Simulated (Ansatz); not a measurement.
Consider the substitution at a C–C bond: `N=CCN` + H₂Se → `N=C[SeH]` + CH₃NH₂.

Calculated with Ansatz (gas phase, PBE0-D4/def2-TZVP geometries, no zero-point term in ΔE). CCSD(T)/CBS is the MP2 limit (def2-TZVPP, def2-QZVPP) plus CCSD(T) − MP2 in def2-TZVPP, frozen cores. DFT in def2-TZVPP. For Se outer-core shells are correlated without core-valence functions, which leaves a few kJ/mol of doubt a bond. Scalar relativity is left out up to krypton. One conformer a species, not always the lowest.

`N=CCN`:

Cartesian coordinates in Å:
```
N 0.107 1.595 0.037
C -0.301 0.618 -0.651
C -0.136 -0.798 -0.181
N 0.508 -0.989 1.095
H -0.085 2.480 -0.429
H -0.798 0.732 -1.626
H -1.129 -1.265 -0.165
H 0.415 -1.346 -0.956
H -0.004 -0.476 1.804
H 1.422 -0.552 1.072
```

H₂Se:

Z-matrix (Å, degrees):
```
Se
H 1 1.467
H 1 1.467 2 91.2
```

`N=C[SeH]`:

```xyz
6

N     0.970   -1.016   -0.243
C     0.199   -0.065    0.044
Se   -1.556   -0.025   -0.689
H     1.873   -0.911    0.216
H     0.429    0.783    0.696
H    -1.915    1.234   -0.024
```

CH₃NH₂:

Z-matrix (Å, degrees):
```
C
N 1 1.453
H 1 1.092 2 109.4
H 1 1.100 2 115.4 3 -121.6
H 1 1.092 2 109.4 3 116.8
H 2 1.012 1 110.6 3 62.6
H 2 1.012 1 110.6 3 -179.3
```

CCSD(T)/CBS gives +19.9 kJ/mol.

Q: Another level gave +16.8 kJ/mol. Which?
A. SCS-MP2/def2-TZVPP
B. BLYP-D4/def2-TZVPP
C. HF/def2-TZVPP
D. LDA (SPW92)/def2-TZVPP

A: A. SCS-MP2/def2-TZVPP 16.8, BLYP-D4 8.0, LDA (SPW92) 22.4, HF/def2-TZVPP 27.9 kJ/mol.

Largest T1 diagnostic among the species: 0.012.

From BLYP to BHLYP (50 % exact exchange), in def2-TZVPP and without D4, ΔE moves by +15.7 kJ/mol. Leaving LDA and LC-ωPBE aside and taking each functional with its dispersion term where it has one, the values, not all of them listed here, spread over 14.8 kJ/mol, from BLYP-D4 to ωB97M-V. LDA lies +12.6 kJ/mol from PBE without D4. At CCSD(T), def2-SVP lies +18.3 kJ/mol from the extrapolated value and def2-TZVPP +0.8 kJ/mol.
